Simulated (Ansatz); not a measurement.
C3H3, SMILES c1[cH+]c1, charge +1.

The structure is a stationary point at PBE-D3(BJ)/def2-TZVP.

Two levels are set side by side: PBE/def2-TZVPD (Ansatz, an electronic-structure program) and PBE0/def2-TZVPD (Ansatz). Energy differences of separate SCF runs at the same geometry; the states with an electron removed or added have multiplicity 2 and 2. Differences are taken from unrounded values.

```json
[
 {"quantity": "vertical ionisation energy (eV)", "PBE0": "20.57"},
 {"quantity": "vertical electron affinity (eV)", "PBE0": "5.47"},
 {"quantity": "vertical singlet–triplet gap (eV)", "PBE0": "6.70"}
]
```

Q: What does PBE give, and how far is it from PBE0? (The exact figures need the calculation; the answer reports its results.)

A: 
```
quantity                             PBE  PBE minus PBE0
---------------------------------  -----  --------------
vertical ionisation energy (eV)    20.39           -0.18
vertical electron affinity (eV)     5.55            0.08
vertical singlet–triplet gap (eV)   6.54           -0.15
```
